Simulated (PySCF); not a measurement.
Species: CH₃Se, net charge 0, doublet state. It need not be the lowest isomer of its formula. 
Geometry from a B3LYP-D3(BJ)/def2-TZVP (Ansatz) optimisation:
```xyz
5

C      0.7415    -1.2865    -0.3234
Se    -0.2139     0.3661     0.0914
H      1.7858    -1.1116    -0.0572
H      0.6798    -1.5062    -1.3862
H      0.3576    -2.1092     0.2745
```
Charge 0, spin multiplicity 2.

Dispersion corrections to the total energy (kcal/mol) from the dftd3 and dftd4 libraries through PySCF: D3(BJ) without and D4 with the three-body term, each with the damping fitted for the functional named.

```csv
functional,D3(BJ),D4
B3LYP,-2.86,-2.23
BLYP,-3.50,-3.13
revPBE,-4.16,-4.64
r2SCAN,-0.39,-0.29
BHLYP,?,-1.68
HSE06,?,-1.03
PBE0,?,-1.12
```

Q: Some entries are withheld; supply them.

A: 
- BHLYP, D3(BJ): -2.30
- HSE06, D3(BJ): -0.99
- PBE0, D3(BJ): -1.34
